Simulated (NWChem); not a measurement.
Species: SiPH₄, doublet; SMILES [SiH2]P

All runs: NWChem. Spin-unrestricted. In the optimisation the excess spin sits in a' (Cs, its own frame). Geometry: optimised at PBE0-D3(BJ)/def2-TZVP, spin-unrestricted. No stability test was run on the SCF state. Level PBE0/def2-SVPD: energy and gradient; each run changes one setting, and changes count from the defaults (medium grid, exact Coulomb integrals, symmetry on).

```tsv
setting	size of the energy change (μHa)	largest change of a gradient component (μHa/bohr)
defaults	< 10	< 30
symmetry off	< 10	other frame
Becke weights	< 10	40
coarse grid	10	200
```
